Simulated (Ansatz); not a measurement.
Calculated with Ansatz (gas phase, PBE0-D4/def2-TZVP geometries, no zero-point term in ΔE). CCSD(T)/CBS adds triple-zeta CCSD(T) − MP2 to the extrapolated MP2 energy (def2 sets, frozen cores). This one scheme is used for every species. DFT in def2-TZVPP. B3LYP here is the variant with VWN-RPA as its local correlation; programs differ in this. HSE06 is defined as in plane-wave codes. def2 core potentials past Kr. For Sn outer-core shells are correlated without core-valence functions, which leaves a few kJ/mol of doubt a bond. Each species was taken in one conformer, which may not be the lowest.

Consider the hydrogenolysis of a C–O bond: `O[CH](F)[SnH3]` + H₂ → `F[CH2][SnH3]` + H₂O.

`O[CH](F)[SnH3]`:

Cartesian coordinates in Å:
```
O -1.291 0.312 1.309
C -0.695 -0.583 0.453
F -1.609 -1.009 -0.506
Sn 1.054 0.219 -0.601
H -1.448 1.145 0.853
H -0.443 -1.458 1.056
H 0.631 1.827 -1.008
H 2.400 0.230 0.447
H 1.402 -0.682 -2.003
```

H₂:

```xyz
2

H     0.078   -0.186    0.314
H    -0.078    0.186   -0.314
```

`F[CH2][SnH3]`:

Z-matrix (Å, degrees):
```
C
Sn 1 2.169
F 1 1.386 2 110.1
H 1 1.093 2 110.6 3 119.7
H 1 1.093 2 110.6 3 -119.7
H 2 1.709 1 108.5 3 180.0
H 2 1.705 1 109.3 3 -60.4
H 2 1.705 1 109.3 3 60.3
```

H₂O:

Z-matrix (Å, degrees):
```
O
H 1 0.960
H 1 0.960 2 105.1
```

| level | ΔE (kJ/mol) | difference from CCSD(T)/CBS |
| --- | --- | --- |
| LDA (SPW92) | -52.3 | 25.0 |
| PBE-D4 | -60.0 | 17.3 |
| revPBE-D4 | -57.8 | 19.5 |
| BLYP-D4 | -59.6 | 17.7 |
| r2SCAN-D4 | -61.8 | 15.5 |
| B97M-V | -69.9 | 7.4 |
| B3LYP-D4 | -67.6 | 9.7 |
| r2SCANh-D4 | -65.1 | 12.2 |
| r2SCAN0-D4 | -69.6 | 7.7 |
| HSE06-D4 | -69.5 | 7.8 |
| BHLYP-D4 | -75.5 | 1.8 |
| CAM-B3LYP-D4 | -68.6 | 8.7 |
| ωB97X-V | -67.0 | 10.3 |
| PBE | -63.2 | 14.1 |
| revPBE | -67.1 | 10.2 |
| BLYP | -66.5 | 10.8 |
| r2SCAN | -62.6 | 14.7 |
| PBE0 | -72.2 | 5.1 |
| B3LYP | -72.7 | 4.6 |
| r2SCANh | -66.0 | 11.3 |
| r2SCAN0 | -70.6 | 6.7 |
| HSE06 | -72.0 | 5.3 |
| BHLYP | -79.5 | -2.2 |
| CAM-B3LYP | -71.3 | 6.0 |
| LC-ωPBE | -73.8 | 3.5 |
| RPA@PBE/def2-TZVPP | -71.2 | 6.1 |
| HF/def2-SVP | -76.4 | 0.9 |
| MP2/def2-SVP | -58.0 | 19.3 |
| CCSD/def2-SVP | -62.1 | 15.2 |
| CCSD(T)/def2-SVP | -57.2 | 20.1 |
| HF/def2-TZVPP | -88.5 | -11.2 |
| MP2/def2-TZVPP | -75.3 | 2.0 |
| SCS-MP2/def2-TZVPP | -76.4 | 0.9 |
| CCSD/def2-TZVPP | -79.1 | -1.8 |
| CCSD(T)/def2-TZVPP | -73.9 | 3.4 |
| HF/def2-QZVPP | -89.6 | -12.3 |
| MP2/def2-QZVPP | -77.6 | -0.3 |
| HF/CBS(def2) | -89.7 | -12.4 |
| MP2/CBS(def2) | -78.6 | -1.3 |
| CCSD/CBS(def2) | -82.5 | -5.2 |
| CCSD(T)/CBS | -77.3 | 0 |

(1) What do rigid-rotor, harmonic-oscillator terms from PBE0-D4/def2-TZVP frequencies (298.15 K, 1 bar) make of the CCSD(T)/CBS value? (An estimate is asked.)

Largest T1 diagnostic among the species: 0.013.

## Answers

(1) Ansatz gave: ΔZPE = +16.7 kJ/mol, ΔH = -61.9 kJ/mol, ΔS = 36 J/(mol·K), ΔG = -72.6 kJ/mol.

In def2-TZVPP, CCSD(T) changes the Hartree–Fock value by +14.5 kJ/mol (the triples alone add +5.2 kJ/mol) and MP2 by +13.2 kJ/mol. The D4 term adds +5.1 kJ/mol with B3LYP and +2.7 kJ/mol with PBE0; it sums over pairs of atoms, weighted by their polarisabilities, and B3LYP, whose exchange is more repulsive, gets the larger term.

CCSD(T)/CBS has its own doubt, a few kJ/mol and more with outer-core shells, so smaller differences from it don't rank the levels.
